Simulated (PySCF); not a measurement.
SMILES C[SiH2][SiH2][SiH3], B3LYP/def2-SVP optimised geometry.

```
14

Si    -0.46     1.33     0.00
Si    -1.28     0.17     1.88
Si    -0.57    -2.09     1.92
C     -1.23    -3.03     3.43
H     -0.94     2.75     0.00
H     -0.93     0.67    -1.26
H      1.03     1.33     0.00
H     -0.81     0.86     3.12
H     -2.77     0.23     1.88
H     -1.03    -2.75     0.66
H      0.93    -2.11     1.92
H     -0.88    -2.56     4.37
H     -0.88    -4.07     3.41
H     -2.33    -3.03     3.44
```

Density from PySCF with B3LYP/def2-TZVP at that geometry.

Minimum of the electron density along straight lines between bonded atoms, close to the bond critical point (lines longer than 1.1 times the sum of covalent radii, or with two minima, are not listed):

```tsv
bond	length / Å	ρ at the minimum / e bohr⁻³	∇²ρ there / e bohr⁻⁵	position (fraction from the first atom)
Si1–Si2	2.359	0.092	-0.15	0.51
Si2–Si3	2.362	0.092	-0.16	0.51
Si3–C4	1.894	0.118	0.14	0.39
Si1–H5	1.494	0.118	0.15	0.49
Si1–H6	1.494	0.118	0.15	0.49
Si1–H7	1.494	0.118	0.15	0.49
Si2–H8	1.498	0.116	0.15	0.49
Si2–H9	1.498	0.116	0.15	0.49
Si3–H10	1.496	0.118	0.14	0.49
Si3–H11	1.496	0.118	0.14	0.49
C4–H12	1.102	0.268	-0.88	0.64
C4–H13	1.102	0.268	-0.88	0.64
C4–H14	1.102	0.268	-0.88	0.64
```
